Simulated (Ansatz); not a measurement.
Cost and result for the atomization energy of C₄H₁₂Ga₂O, SMILES `[CH3][Ga]([CH3])[O][Ga]([CH3])[CH3]` (19 atoms, 18 bonds).

```csv
atom,x (Å),y (Å),z (Å)
C1,0.138,0.282,3.457
Ga2,0.273,-0.374,1.611
C3,1.209,-1.986,0.972
O4,-0.582,0.618,0.397
Ga5,-0.604,0.724,-1.387
C6,-2.073,1.793,-2.132
C7,0.831,-0.203,-2.369
H8,-0.461,1.192,3.496
H9,-0.321,-0.471,4.102
H10,1.130,0.494,3.864
H11,1.611,-2.582,1.793
H12,2.036,-1.703,0.314
H13,0.531,-2.613,0.388
H14,-2.708,2.178,-1.334
H15,-2.683,1.191,-2.811
H16,-1.683,2.634,-2.710
H17,0.781,-0.016,-3.443
H18,1.809,0.122,-2.006
H19,0.765,-1.281,-2.203
```

The species carries charge 0 and has multiplicity 1. Correlated methods include outer-core shells of Ga, which these sets cover unevenly. Scalar relativity is left out up to krypton. All single points use the PBE0-D4/def2-TZVP geometry. It is one conformer, not always the lowest. Program: Ansatz. All runs use 5 threads of an AMD EPYC 7R13 on a shared host and a share of an NVIDIA H100 80 GB. Times are those of one run each, without the atoms' runs, and a repeat can differ threefold. Electronic energies, without spin–orbit coupling; frozen cores. CCSD(T)/CBS adds CCSD(T) − MP2 in def2-TZVPP to the MP2 limit, and its time is that of the two runs behind it. T1 = 0.013. With those shells the extrapolation isn't a true limit.

CCSD(T)/CBS is a level of theory with its own doubt, some kJ/mol a heavy atom from the limit and from the frozen cores, so smaller differences don't rank the functionals.

| level | functions | wall time |
| --- | --- | --- |
| revPBE-D4/def2-TZVPP | 419 | 5 s |
| B97M-V/def2-TZVPP | 419 | 7 s |
| PBE0-D4/def2-TZVPP | 419 | 7 s |
| r2SCAN-D4/def2-TZVPP (with forces) | 419 | 7 s |
| CCSD(T)/def2-SVP | 194 | 7 s |
| LDA (SPW92)/def2-TZVPP | 419 | 7 s |
| CAM-B3LYP-D4/def2-TZVPP | 419 | 7.5 s |
| PBE-QIDH/def2-TZVPP | 419 | 7.5 s |
| B2PLYP/def2-TZVPP | 419 | 8 s |
| r2SCANh-D4/def2-TZVPP | 419 | 11 s |
| MP2/def2-QZVPP | 823 | 21 s |
| CCSD(T)/def2-TZVPP | 419 | 27 s |
| CCSD(T)/CBS(def2) | – | 48 s |

What atomization energy does each give, and how far from CCSD(T)/CBS? (Estimate.)

Ansatz gave: 
```
                             level  atomization (kcal/mol)  difference from CCSD(T)/CBS  per bond
              revPBE-D4/def2-TZVPP                  1628.9                        -27.4      -1.5
                 B97M-V/def2-TZVPP                  1648.8                         -7.5      -0.4
                PBE0-D4/def2-TZVPP                  1648.3                         -8.0      -0.4
r2SCAN-D4/def2-TZVPP (with forces)                  1655.7                         -0.6       0.0
                  CCSD(T)/def2-SVP                  1577.0                        -79.3      -4.4
            LDA (SPW92)/def2-TZVPP                  1862.8                        206.5      11.5
           CAM-B3LYP-D4/def2-TZVPP                  1653.2                         -3.1      -0.2
               PBE-QIDH/def2-TZVPP                  1647.3                         -9.0      -0.5
                 B2PLYP/def2-TZVPP                  1632.2                        -24.1      -1.3
             r2SCANh-D4/def2-TZVPP                  1648.1                         -8.2      -0.5
                    MP2/def2-QZVPP                  1663.0                          6.7       0.4
                CCSD(T)/def2-TZVPP                  1624.4                        -31.9      -1.8
                 CCSD(T)/CBS(def2)                  1656.3                          0.0       0.0
```

From BLYP to BHLYP (50 % exact exchange), in def2-TZVPP and without D4, the atomization energy moves by −16.2 kcal/mol: exact exchange takes away binding that semilocal exchange gives to molecules. At CCSD(T), def2-SVP lies −79.3 kcal/mol from the extrapolated value and def2-TZVPP −31.9 kcal/mol: correlation converges slowly with the basis, and small sets miss more of it in the bonded molecule than in its fragments. In def2-TZVPP, CCSD(T) changes the Hartree–Fock value by +393.6 kcal/mol (the triples alone add +21.2 kcal/mol) and MP2 by +413.5 kcal/mol; breaking electron pairs costs correlation energy, which Hartree–Fock lacks.
